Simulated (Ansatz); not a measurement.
Isolated molecules relaxed with PBE0-D4/def2-TZVP in Ansatz; ΔE leaves out vibrations. CBS: MP2 limit from def2 TZ/QZ plus the TZ coupled-cluster correction, frozen cores. DFT in def2-TZVPP. B3LYP here is the variant with VWN-RPA as its local correlation; programs differ in this. def2 core potentials past Kr. For Sb outer-core shells are correlated without core-valence functions, which leaves a few kJ/mol of doubt a bond. Each species was taken in one conformer, which may not be the lowest.

Reaction (redistribution): `ClC[SiH2][SbH2]` + `O[SiH2]S` → `[SH][SbH2]` + `O[SiH2][SiH2]CCl`

Is it downhill or uphill in electronic energy at CCSD(T)/CBS, and by how much? (Best estimate.)

Computed: Uphill: ΔE = +72.6 kJ/mol.

What do these levels give: PBE-D4, r2SCAN-D4, ωB97M-V, B2PLYP, r2SCAN, B3LYP, MP2/def2-TZVPP, SCS-MP2/def2-TZVPP, CCSD(T)/def2-TZVPP, HF/def2-QZVPP, SCS-MP2/def2-QZVPP, MP2/CBS(def2)? (An estimate is asked.)

Computed: PBE-D4 64.4, r2SCAN-D4 70.0, ωB97M-V 74.0, B2PLYP 69.5, r2SCAN 69.8, B3LYP 62.6, MP2/def2-TZVPP 81.9, SCS-MP2/def2-TZVPP 74.9, CCSD(T)/def2-TZVPP 72.6, HF/def2-QZVPP 65.5, SCS-MP2/def2-QZVPP 74.6, MP2/CBS(def2) 82.0 kJ/mol.

Largest T1 diagnostic among the species: 0.013.

In def2-TZVPP, CCSD(T) changes the Hartree–Fock value by +5.6 kJ/mol (the triples alone add +0.5 kJ/mol) and MP2 by +15.0 kJ/mol. From PBE to PBE0 (25 % exact exchange), in def2-TZVPP and without D4, ΔE moves by +4.6 kJ/mol.
